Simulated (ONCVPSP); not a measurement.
# Configuration tests for Pm (ONCV)

ONCVPSP 4.0.1 input, shortened (lines: element, Z, core and valence counts, functional; n l f; lmax; l rc ep ncon nbas qcut; lloc lpopt rc5 dvloc0; l nproj debl; icmod fcfact rcfact), LDA (Perdew-Zunger), scalar-relativistic:

```
  Pm 61.00   10    5        3      upf
    1    0    2.00
    2    0    2.00
    2    1    6.00
    3    0    2.00
    3    1    6.00
    3    2   10.00
    4    0    2.00
    4    1    6.00
    4    2   10.00
    4    3    4.00
    5    0    2.00
    5    1    6.00
    5    2    1.00
    6    0    1.00
    6    1    1.00
    2
    0    3.28    0.00    3    8    6.30
    1    3.10    0.00    4    7    5.50
    2    2.75    0.00    4    9    6.70
    4    5    2.25    2.00
    0    2    2.80
    1    2    2.20
    2    2    2.30
    1    0.75    0.00
```

Energies are relative to the spin-unpolarised reference configuration 5s2 5p6 5d1 6s1 6p1; without spin polarisation the order of configurations can differ from experiment.

| valence configuration | charge | ΔE all-electron (eV) | error AE − PS (meV) |
| --- | --- | --- | --- |
| 5s2 5p6 5d1 6s2 6p0 | 0 | -2.745 | -0.9 |
| 5s2 5p6 5d1 6s1 6p0 | +1 | 3.821 | -1.6 |
| 5s2 5p6 5d1 6s0 6p0 | +2 | 15.695 | -16 |

Question: What are ΔE and the potential's error for 5s2 5p6 5d1 6s0 6p1?

Answer: ΔE = 7.241 eV all-electron; the error (AE − PS) is -5.1 meV.

Levels in the configuration 5s2 5p6 5d1 6s2 6p0:

| level | all-electron (eV) | pseudo (eV) |
| --- | --- | --- |
| 5s | -45.336 | -45.301 |
| 5p | -25.428 | -25.411 |
| 5d | -2.982 | -2.980 |
| 6s | -4.078 | -4.075 |
